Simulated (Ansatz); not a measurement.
FGaH2 (SMILES [F][GaH2]) moved off its minimum; all values from Ansatz (a program for electronic structure), cores frozen in correlated methods.
(charge 0, multiplicity 1)
```xyz
4

Ga    -0.1512    -0.3042     0.1095
H      0.5930    -1.0798     1.1615
H     -1.5347    -0.5809    -0.6585
F      0.6056     1.1472    -0.3274
```

Q: Give the forces (eV/Å), the total energy and the dipole at CCSD(T)/aug-cc-pVTZ.

A: 
```csv
atom,Fx,Fy,Fz
Ga1,-1.934,-1.397,-0.371
H2,0.516,-0.697,0.815
H3,0.362,0.016,0.218
F4,1.056,2.079,-0.662
```
Energy -2024.3270 hartree, dipole 1.97 D.
